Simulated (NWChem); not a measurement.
**Correlation energy of 1,2,4-triazole (C$_{2}$H$_{3}$N$_{3}$)**

SMILES: c1nc[nH]n1
```xyz
8

C     -1.1194    -0.0220     0.0000
N     -0.4122     1.1421     0.0000
C      0.8382     0.7262     0.0000
N      0.8674    -0.6272     0.0000
N     -0.3845    -1.1231     0.0000
H     -2.2086    -0.0608     0.0000
H      1.7350     1.3460     0.0000
H      1.6654    -1.2532     0.0000
```
Charge 0, spin multiplicity 1.

All runs are NWChem calculations. Structure: optimised with B3LYP/def2-SVP, a minimum by its harmonic frequencies.

Basis set: def2-SVP. Each correlation energy counts from its own Hartree-Fock reference.

The correlated methods keep 5 core orbitals frozen. No row is a measurement; the coupled-cluster row has its own basis-set and correlation limits.

### Question
Order these methods by the correlation energy they give, lowest first: CCSD+T(CCSD), SCS-MP2, MP2, CCSD(T), CCSD.

### Answer
CCSD+T(CCSD) (-798.9 mHa), CCSD(T) (-797.7 mHa), CCSD (-765.7 mHa), MP2 (-748.1 mHa), SCS-MP2 (-722.5 mHa)
